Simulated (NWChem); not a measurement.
Species: HSO₃ cation; SMILES S(=[OH+])(=O)=O

```xyz
5

O     -1.4537     0.1712     0.0000
S     -0.0470    -0.0968     0.0000
O      0.7028    -1.3103     0.0000
O      0.8947     1.1463     0.0000
H      0.4166     2.0180     0.0000
```
Atoms are numbered in this order, from 1.

Structure relaxed at the B3LYP/6-31G* (spherical d) level. B3LYP is NWChem's, with the RPA form of VWN correlation.

Question: Give the principal values of the shielding tensors (ppm) of O1, S2, O3, O4 from B3LYP/IGLO-III, GIAO (NWChem), with their diamagnetic and paramagnetic parts as GIAO splits them.

Answer: 
```csv
atom,σ11,σ22,σ33,isotropic,diamagnetic,paramagnetic
O1,-242.7,-108.4,15.8,-111.7,387.1,-498.9
S2,-230.9,-15.2,418.1,57.3,1063.9,-1006.6
O3,-182.7,-75.1,22.2,-78.5,386.7,-465.3
O4,-87.5,-11.9,232.1,44.2,389.3,-345.1
```
